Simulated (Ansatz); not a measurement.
Ga₁₂N₁₂H₃₂⁺, a nanocrystal cut from zinc blende GaN (hydrogen-capped). Total charge 1; doublet. Geometry PBE-D4/def2-SVP, that of the neutral singlet; atoms count from 1.

Cartesian coordinates in Å:
```
N 1.605 -2.914 1.616
N 0.780 -1.737 -3.388
N -2.194 -0.123 -2.529
N -1.151 -1.584 2.645
N -3.001 -0.193 0.525
N -0.391 -1.636 -0.398
N 2.427 -0.289 0.305
N 0.627 1.092 -1.812
N -0.274 1.112 1.298
N 1.720 -0.248 3.267
N -2.084 2.450 -0.941
N 1.015 3.751 -0.001
Ga 0.474 -2.848 -1.727
Ga -0.402 -2.715 1.240
Ga 2.731 -1.322 1.948
Ga -2.261 -1.344 -0.887
Ga 1.662 0.094 -3.207
Ga -1.105 1.579 -2.480
Ga -3.129 -1.259 2.255
Ga -0.279 0.127 2.996
Ga -2.138 1.534 0.889
Ga 0.499 0.082 -0.166
Ga 1.774 2.721 -1.592
Ga 0.719 2.782 1.749
H 1.748 -3.639 2.333
H 1.952 -3.338 0.734
H 1.461 -2.277 -3.944
H -0.056 -1.716 -3.990
H -3.167 0.109 -2.779
H -1.881 -0.695 -3.327
H -1.185 -2.125 3.524
H -3.995 -0.017 0.307
H 2.842 -0.743 -0.527
H 2.893 0.634 0.335
H 1.876 -0.582 4.229
H 2.129 0.706 3.243
H -3.060 2.627 -1.223
H -1.708 3.399 -0.802
H 0.203 4.329 -0.260
H 1.748 4.449 0.204
H -0.493 -4.041 -2.119
H 1.965 -3.160 -1.210
H -0.978 -4.180 1.160
H 4.217 -1.642 2.359
H -3.141 -2.593 -1.275
H 1.487 0.802 -4.616
H 3.087 -0.299 -2.605
H -1.291 2.407 -3.808
H -3.783 -2.663 1.914
H -3.680 -0.289 3.383
H -0.760 0.886 4.292
H -2.923 2.495 1.862
H 3.199 2.279 -1.028
H 1.605 3.673 -2.849
H 2.208 2.363 2.195
H -0.147 3.728 2.679
```

Single mean-field runs in def2-TZVP are fitted with def2-universal-jkfit.

**Question.** Estimate the Mulliken populations of the heavy atoms from the PBE0/def2-TZVP orbitals of Ansatz.

**Answer.** 
```csv
atom,charge (e),spin (α − β)
N1,-0.54,0.00
N2,-0.59,0.01
N3,-0.56,0.00
N4,-0.44,0.05
N5,-0.46,0.06
N6,-0.08,0.10
N7,-0.38,0.00
N8,-0.06,0.12
N9,-0.06,0.16
N10,-0.55,0.00
N11,-0.56,0.01
N12,-0.58,0.03
Ga13,0.13,0.01
Ga14,0.27,0.00
Ga15,0.37,0.00
Ga16,0.25,0.00
Ga17,0.17,0.01
Ga18,0.29,0.00
Ga19,0.20,0.01
Ga20,0.28,0.00
Ga21,0.26,0.00
Ga22,-0.48,0.00
Ga23,0.16,0.00
Ga24,0.14,0.01
```
Mulliken values depend strongly on the basis.

**Question.** Where does the spin sit?

**Answer.** Summed by element: N 0.53, Ga 0.03, H 0.43, of 1 unpaired in all. Largest on single atoms: N9 0.16, N8 0.12, N6 0.10.

**Question.** And the Mayer bond orders between heavy atoms (over 0.3)?

**Answer.** N1–Ga14 0.65 (2.05 Å); N1–Ga15 0.74 (1.98 Å); N2–Ga13 0.67 (2.02 Å); N2–Ga17 0.65 (2.04 Å); N3–Ga16 0.66 (2.05 Å); N3–Ga18 0.68 (2.02 Å); N4–Ga14 0.79 (1.95 Å); N4–Ga19 0.67 (2.04 Å); N4–Ga20 0.81 (1.95 Å); N5–Ga16 0.77 (1.97 Å); N5–Ga19 0.67 (2.04 Å); N5–Ga21 0.79 (1.97 Å); N6–Ga13 0.62 (2.00 Å); N6–Ga14 0.76 (1.96 Å); N6–Ga16 0.79 (1.95 Å); N6–Ga22 0.98 (1.95 Å); N7–Ga15 0.74 (1.96 Å); N7–Ga22 0.84 (2.02 Å); N8–Ga17 0.65 (2.00 Å); N8–Ga18 0.85 (1.92 Å); N8–Ga22 0.96 (1.94 Å); N8–Ga23 0.67 (2.00 Å); N9–Ga20 0.76 (1.96 Å); N9–Ga21 0.79 (1.95 Å); N9–Ga22 0.91 (1.95 Å); N9–Ga24 0.65 (1.99 Å); N10–Ga15 0.73 (1.98 Å); N10–Ga20 0.66 (2.05 Å); N11–Ga18 0.67 (2.02 Å); N11–Ga21 0.66 (2.05 Å); N12–Ga23 0.63 (2.04 Å); N12–Ga24 0.68 (2.02 Å).
